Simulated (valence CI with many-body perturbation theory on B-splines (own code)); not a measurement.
# Ti+: key properties

Computed by configuration interaction combined with many-body perturbation theory (CI+MBPT): three valence electrons over a frozen Dirac-Fock core [Ar], a basis of 7 s, 7 p, 8 d, 6 f, 4 g, 1 h functions for each j, with the one-electron correlation potential Σ1 (screened to all orders), the two-electron term Σ2, the three-electron term Σ3, Breit, model QED; selected single and double excitations, second order for the rest, scaled by the run's own slope (own B-spline code, finite nucleus).

Set against measurement, 31 paired levels are off by 454 cm⁻¹ on average, the worst by 1245. Only levels of the ground parity were solved; by the run's estimate the other parity begins above the list, which can be wrong where configurations are misplaced.

Rates and lifetimes use the calculated energies. Strong lines usually hold to 10 to 20 %, long lifetimes can be off by a factor of two.

**Question.** What is the ground level?

**Answer.** 3d²4s ⁴F_3/2, composition 98 % 3d²4s ⁴F, g = 0.399.

**Question.** Name the longest-lived excited levels whose lifetime is computed, and their main decay.

**Answer.** 3d³ ⁴F_5/2 at 1426 cm⁻¹ lives 40700 s, mostly by M1 to 3d³ ⁴F_3/2; 3d²4s ⁴F_5/2 at 93.3 cm⁻¹ lives 28400 s, mostly by M1 to 3d²4s ⁴F_3/2; 3d³ ⁴F_7/2 at 1528 cm⁻¹ lives 19100 s, mostly by M1 to 3d³ ⁴F_5/2. The lifetime of 3d³ ⁴F_3/2 is too uncertain to give, and may be longer.

**Question.** What are the static dipole polarisabilities of the lowest levels?

**Answer.** 3d²4s ⁴F_3/2 53.1 (tensor 0.46); 3d²4s ⁴F_5/2 53.0 (tensor 0.51); 3d²4s ⁴F_7/2 53.0 (tensor 0.66); 3d²4s ⁴F_9/2 53.0 (tensor 0.95) bohr³, of which the core gives 1.48.

**Question.** How is the term ⁴F of the ground level split?

**Answer.** J = 3/2 at 0.0, J = 5/2 at 93.3, J = 7/2 at 224, J = 9/2 at 390 cm⁻¹.

**Question.** What is the ionisation energy?

**Answer.** 13.472 eV; NIST lists 13.5755 ± 0.0025 eV (measured).
